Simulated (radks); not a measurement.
The numbers below are computed, except where a source is named.
All-electron atom: Re in [Xe] 4f14 5d5 6s1.5 6p0.5 (fractional occupations, a model configuration). Level of theory: Dirac Kohn-Sham, XLYP, spin-unpolarised, spherical densities, point nucleus; open shells fill j = l - 1/2 first (a radial shooting solver on a logarithmic mesh with Libxc functionals).

Spin-orbit splittings of the eigenvalues, e(l+1/2) - e(l-1/2), with zeta = 2 splitting/(2l+1) and mean radii in bohr:

shell,occ.,splitting (eV),zeta (eV),<r> j=l-1/2,<r> j=l+1/2
2p,6,1440,960.3,0.06246,0.07053
3p,6,312.8,208.5,0.1869,0.2019
3d,10,67.89,27.16,0.1765,0.1811
4p,6,73.01,48.67,0.4450,0.4784
4d,10,13.48,5.394,0.4934,0.5048
4f,14,2.511,0.7176,0.5764,0.5853
5p,6,10.98,7.320,1.138,1.241
5d,5,0.8777,0.3511,1.884,1.974
6p,0.5,0.5147,0.3431,4.368,4.995
